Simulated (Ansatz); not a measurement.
Consider the formal exchange of groups at a C–C bond: `C[CH]([GeH3])C#N` + `[Cl][GeH]([Cl])[Cl]` → `N#[C][Ge]([Cl])([Cl])[Cl]` + `C[CH2][GeH3]`.

Gas-phase electronic energies from Ansatz, PBE0-D4/def2-TZVP geometries. CCSD(T)/CBS is the MP2 limit (def2-TZVPP, def2-QZVPP) plus CCSD(T) − MP2 in def2-TZVPP, frozen cores. Functionals use def2-TZVPP. B3LYP here is the variant with VWN-RPA as its local correlation; programs differ in this. For Ge outer-core shells are correlated without core-valence functions, which leaves a few kJ/mol of doubt a bond. Scalar relativity is left out up to krypton.

```tsv
level	ΔE (eV)
B3LYP-D4	0.05
ωB97X-V	0.05
r2SCAN	0.07
PBE0	0.09
CCSD/def2-TZVPP	-0.05
CCSD(T)/def2-TZVPP	-0.06
SCS-MP2/def2-QZVPP	-0.03
MP2/CBS(def2)	0.01
```

Task: What does CCSD(T)/CBS give? (Best estimate.)

Result: The calculation gave: 0.00 eV. The listed levels differ from it by 0.05, 0.05, 0.07, 0.09, -0.05, -0.06, -0.03, 0.01 eV.

Largest T1 diagnostic among the species: 0.012.

In def2-TZVPP, CCSD(T) changes the Hartree–Fock value by −0.10 eV (the triples alone add −0.01 eV) and MP2 by −0.10 eV.
